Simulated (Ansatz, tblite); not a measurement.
Removing an electron: Al(H2O)F3 (AlOF₃H₂). The state is a singlet with charge 0. Geometry: PBE0-D4/def2-SVP. Ansatz, gas phase; energy differences of separate SCF runs; the oxidised species was run as a doublet alone.

Cartesian coordinates in Å:
```
Al 0.761 0.331 0.091
O -0.915 -0.500 -0.454
H -1.087 -1.277 0.098
H -1.650 0.119 -0.329
F 0.064 1.776 0.542
F 1.749 0.334 -1.239
F 1.078 -0.783 1.291
```

The xTB rows come from tblite. HOMO above LUMO, or a gap near zero within one spin, warns that the state may not be the lowest or that an electron is smeared out.

```csv
level,−HOMO (eV),vertical IE (eV),−LUMO (eV),HOMO–LUMO gap (eV),remarks
GFN1-xTB,13.43,17.41,7.86,5.58,–
GFN2-xTB,13.03,16.90,4.44,8.59,–
PBE-D4/def2-TZVP,8.59,12.34,1.78,6.81,gap within one spin near zero (+1 doublet)
r2SCAN-D4/def2-TZVP,9.08,12.68,1.04,8.04,–
PBE0-D4/def2-TZVP,10.66,13.21,0.86,9.81,–
```

  Raw xTB energy differences between charge states are shifted by several eV; the methods need an empirical correction for them.
